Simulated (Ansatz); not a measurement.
```yaml
crystal:
  periodic: [false, false, false]
  atoms:
    - {symbol: Ge, position_ang: [-0.381083, 0.612565, -1.167426]}
    - {symbol: O, position_ang: [-0.341736, 0.558251, 0.635031]}
    - {symbol: C, position_ang: [0.339314, -0.544516, 1.222116]}
    - {symbol: H, position_ang: [-0.117243, -1.514155, 0.946983]}
    - {symbol: H, position_ang: [0.274468, -0.433219, 2.314724]}
    - {symbol: H, position_ang: [1.409306, -0.574003, 0.941787]}
    - {symbol: H, position_ang: [1.075916, 0.662092, -1.703300]}
    - {symbol: H, position_ang: [-1.168052, 1.896694, -1.493566]}
    - {symbol: H, position_ang: [-1.090888, -0.663709, -1.696338]}
basis:
  gaussian: {orbitals: STO-3G}
hamiltonian: {xc: {name: r2SCAN0}, dispersion: d3bj}
scf: {omitted_lower_state_checks: [starts]}
output: {forces: true}
```

```sh
$ ansatz run in.yaml --threads 4 --pin off --events-out ev --progress --plain --max-ram 3916MiB
```

Output, abridged:

```
Warning: the engine holds no damping parameters fitted to this dispersion correction and functional, so the run takes those fitted to r2scan0 beside the three-body term, which d3bj leaves out (hamiltonian.dispersion, under Limitations)
Functional definition: r2SCAN0
412 factors; integrals over basis functions are off by at most 3.8e-5 eV
mean field evaluation 1: about -59007.1540 eV, gradient 2.1e1 eV
mean field evaluation 2: about -59007.1883 eV, gradient 2.2e1 eV
mean field evaluation 4: about -59008.5921 eV, gradient 2.8e-1 eV
mean field evaluation 8: about -59008.5624 eV, gradient 1.9e-2 eV
mean field -59008.56236471 eV, -2168.5246694630 hartree, gradient 2.1e-5 eV, S^2 0.000000; 0 other end points of the search recorded, 0 dependent functions left out
reference -59008.56236933 eV, -2168.5246696326 hartree; 26, 26 occupied and 8, 8 virtual orbitals, 412 factors
Total energy: -59008.60485250 eV, -2168.5262308605 hartree
Atom 0 at    -0.381083     0.612565    -1.167426 Å, force     0.188968    -0.307952    -0.448568 eV/Å
Atom 1 at    -0.341736     0.558251     0.635031 Å, force    -0.729930     1.178811    -1.219301 eV/Å
Atom 2 at     0.339314    -0.544516     1.222116 Å, force     0.217252    -0.356069    -0.564980 eV/Å
Atom 3 at    -0.117243    -1.514155     0.946983 Å, force     0.155017    -0.169710     0.115574 eV/Å
Atom 4 at     0.274468    -0.433219     2.314724 Å, force     0.013511    -0.021379     0.095994 eV/Å
Atom 5 at     1.409306    -0.574003     0.941787 Å, force     0.082441    -0.214858     0.115840 eV/Å
Atom 6 at     1.075916     0.662092    -1.703300 Å, force    -2.148225    -0.056508     0.699766 eV/Å
Atom 7 at    -1.168052     1.896694    -1.493566 Å, force     1.189383    -1.940886     0.515404 eV/Å
Atom 8 at    -1.090888    -0.663709    -1.696338 Å, force     1.031583     1.888552     0.690270 eV/Å
Dipole moment:     0.077339    -0.126468    -0.172397 e Å
Checks for a lower state left out: starts
```

Hardware: 4 threads of Arm Neoverse V1 on a shared host. Wall time 0.95 s.
